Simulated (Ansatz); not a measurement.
The inner images of a band of ClH + GaH4N (8 atoms, charge 0, multiplicity 1) are given out of order.

Theory: Ansatz, RHF/def2-SVP.

Image 0:

```xyz
8
Properties=species:S:1:pos:R:3
Ga 0.034 -0.324 0.122
N -0.002 -0.050 1.945
H -0.801 -0.302 2.498
H 0.830 -0.110 2.502
H 1.433 -0.254 -0.577
H -1.339 -0.581 -0.584
Cl -0.393 3.246 1.393
H -0.251 2.048 1.845
```

Image 6:

```xyz
8
Properties=species:S:1:pos:R:3
Ga -0.059 0.486 0.020
N -0.037 0.197 2.166
H -0.772 -0.410 2.493
H 0.841 -0.162 2.505
H 1.393 0.027 -0.379
H -1.377 -0.271 -0.390
Cl -0.298 2.697 0.157
H -0.179 1.109 2.573
```

Put them in order from the first end to the last, with their energies above the first end.
A.
```xyz
8
Properties=species:S:1:pos:R:3
Ga -0.051 0.411 0.018
N -0.034 0.194 2.148
H -0.801 -0.311 2.561
H 0.827 -0.119 2.566
H 1.399 0.006 -0.438
H -1.367 -0.314 -0.449
Cl -0.310 2.631 0.384
H -0.150 1.175 2.355
```
B.
```xyz
8
Properties=species:S:1:pos:R:3
Ga 0.018 -0.187 0.171
N -0.002 -0.053 2.021
H -0.793 -0.364 2.555
H 0.839 -0.170 2.557
H 1.416 -0.089 -0.524
H -1.362 -0.408 -0.531
Cl -0.365 3.010 1.090
H -0.240 1.935 1.803
```
C.
```xyz
8
Properties=species:S:1:pos:R:3
Ga -0.039 0.293 0.053
N -0.036 0.205 2.118
H -0.812 -0.245 2.573
H 0.820 -0.057 2.576
H 1.408 -0.032 -0.463
H -1.373 -0.346 -0.473
Cl -0.306 2.632 0.632
H -0.152 1.224 2.129
```
D.
```xyz
8
Properties=species:S:1:pos:R:3
Ga -0.003 -0.022 0.160
N -0.022 0.109 2.068
H -0.799 -0.291 2.568
H 0.825 -0.101 2.569
H 1.414 -0.029 -0.495
H -1.379 -0.352 -0.501
Cl -0.325 2.734 0.963
H -0.198 1.624 1.812
```
E.
```xyz
8
Properties=species:S:1:pos:R:3
Ga -0.017 0.099 0.109
N -0.038 0.217 2.090
H -0.807 -0.237 2.563
H 0.811 -0.056 2.567
H 1.418 -0.052 -0.478
H -1.381 -0.362 -0.489
Cl -0.310 2.709 0.837
H -0.164 1.355 1.945
```

B (+0.016 eV), D (+0.127 eV), E (-0.542 eV), C (-1.457 eV), A (-1.828 eV).

The run took 66 s on 1 thread of Arm Neoverse V2, with other jobs on the host, peak memory 0.17 GiB.
